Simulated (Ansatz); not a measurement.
Born–Oppenheimer molecular dynamics of CH$_{2}$FSSi (6 atoms, charge -1, multiplicity 1). It starts from a relaxed structure.

All numbers below come from RHF/def2-SVP (Ansatz 0.2.0).

- ensemble: NVT, Langevin thermostat
- time step: 1 fs
- steps asked: 183
- set temperature: 300 K
- friction: 0.05 /fs
- temperature schedule: 45 steps to 300 K, then 137 steps to 600 K
- seed: 332709

First frame:

```xyz
6
Properties=species:S:1:pos:R:3
F -0.393 -1.804 1.085
Si 0.069 -1.280 -0.445
C 0.338 0.574 -0.083
S -1.351 0.430 -0.824
H 1.021 1.171 -0.687
H 0.316 0.910 0.953
```

Question: What does the run give?

Answer: All steps were run.

* steps done: 183
* time covered: 183 fs
* mean temperature over the second half: 392 K
* spread of the potential energy over the second half: 11.2 meV per atom
* mean potential energy of the second half above the start: 35.2 meV per atom

The schedule's set-point averaged 503 K over the second half and the system 392 K, so it lags behind the ramp. A run of 0.18 ps of so small a system gives no equilibrium averages. Limits of this set-up: an anion without diffuse functions, the dipole of an ion depends on the origin.

Question: What happens to the structure?

Answer: The same pairs are bonded in the first frame and the last. Pairs count as bonded within 1.25 times the sum of covalent radii (0.12 Å more for H–H). Another seed would give other details.

Question: How do temperature and energy run in time?

Answer: 
```json
{"time (fs)": "0.0", "T (K)": "250", "potential energy less start (eV)": "0.000"}
{"time (fs)": "15.0", "T (K)": "131", "potential energy less start (eV)": "0.127"}
{"time (fs)": "30.0", "T (K)": "299", "potential energy less start (eV)": "0.234"}
{"time (fs)": "45.0", "T (K)": "266", "potential energy less start (eV)": "0.190"}
{"time (fs)": "60.0", "T (K)": "345", "potential energy less start (eV)": "0.075"}
{"time (fs)": "75.0", "T (K)": "197", "potential energy less start (eV)": "0.109"}
{"time (fs)": "90.0", "T (K)": "199", "potential energy less start (eV)": "0.143"}
{"time (fs)": "105.0", "T (K)": "431", "potential energy less start (eV)": "0.140"}
{"time (fs)": "120.0", "T (K)": "301", "potential energy less start (eV)": "0.227"}
{"time (fs)": "135.0", "T (K)": "472", "potential energy less start (eV)": "0.264"}
{"time (fs)": "150.0", "T (K)": "387", "potential energy less start (eV)": "0.278"}
{"time (fs)": "165.0", "T (K)": "303", "potential energy less start (eV)": "0.176"}
{"time (fs)": "180.0", "T (K)": "597", "potential energy less start (eV)": "0.279"}
```

The run took 15 min on 1 CPU thread of a shared host.
